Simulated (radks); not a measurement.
Results of a calculation; reference values are marked as such.
Species: F4+. Configuration: [He] 2s1.75 2p1.25 (fractional occupations, a model configuration). Code: a radial shooting solver on a logarithmic mesh with Libxc functionals. Model: non-relativistic Kohn-Sham, SCAN, spin-unpolarised, spherical densities, point nucleus; meta-GGA in the generalised Kohn-Sham scheme.

X-ray form factor f0, the Fourier transform of the density (f0(0) = 5):

| sin(theta)/lambda (1/angstrom) | f0 (electrons) |
|---|---|
| 0.05 | 4.955 |
| 0.1 | 4.824 |
| 0.15 | 4.619 |
| 0.2 | 4.356 |
| 0.25 | 4.055 |
| 0.3 | 3.738 |
| 0.4 | 3.118 |
| 0.5 | 2.592 |
| 0.6 | 2.193 |
| 0.8 | 1.718 |
| 1 | 1.486 |
| 1.25 | 1.302 |
| 1.5 | 1.137 |
| 2 | 0.825 |
